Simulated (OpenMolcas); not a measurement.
# 4s2 4p3 along the 33-electron sequence

* Program: OpenMolcas
* Method: SS-CASPT2, IPEA 0.25 Eh, imaginary shift 0.1 Eh
* Basis: ANO-R3
* Scalar Hamiltonian: X2C, finite nucleus
* Spin-orbit coupling: RASSI with atomic mean-field integrals over the reference wave functions, term energies averaged over their components

Active space for each ion: 3 electrons in 3 orbitals (4p); closed shells correlated by CASPT2: 3d 4s.

Computed levels in cm-1 above 4S* 3/2:

```tsv
Level	As	Br2+	Kr3+
2D* 3/2	11420	15920	17610
2D* 5/2	11630	16760	18970
2P* 1/2	19550	28390	32040
2P* 3/2	19850	29540	33940
weight of 4S* in the lowest level (%)	100	99	98
```

Measured, with the error of the calculation in %. Measured levels: As from NIST Handbook of Basic Atomic Spectroscopic Data; Br2+ from Moore, Atomic Energy Levels, vol. II, NSRDS-NBS 35 (1971 reprint of NBS Circular 467, 1952); Kr3+ from Saloman, J. Phys. Chem. Ref. Data 36, 215 (2007).

```json
{"Level": "2D* 3/2", "As": "10593 (+7.8)", "Br2+": "", "Kr3+": "17038 (+3.4)"}
{"Level": "2D* 5/2", "As": "10915 (+6.6)", "Br2+": "", "Kr3+": "18700 (+1.5)"}
{"Level": "2P* 1/2", "As": "18186 (+7.5)", "Br2+": "26915 (+5.5)", "Kr3+": "31056 (+3.2)"}
{"Level": "2P* 3/2", "As": "18648 (+6.4)", "Br2+": "28579 (+3.4)", "Kr3+": "33406 (+1.6)"}
```

2D* 3/2 changes by a factor of 1.54 over the same range, with steps per unit of Z of +2250, +1690 cm-1.

Term energies are means over components that CASPT2 splits; among the terms shown or strongly mixed into the levels shown the widest spread is 180 cm-1 (4s2 4p3 2D*, Kr3+). With the s shell closed, the reference lacks s² → p² mixing. Computed and measured levels are paired by configuration, term and J; levels that our copy of the source lacks, or whose pairing is in doubt (as where it misses far off the trend of its configuration), stay unpaired and out of the deviations. Levels of configurations outside the active space are missing.

* marks odd parity.
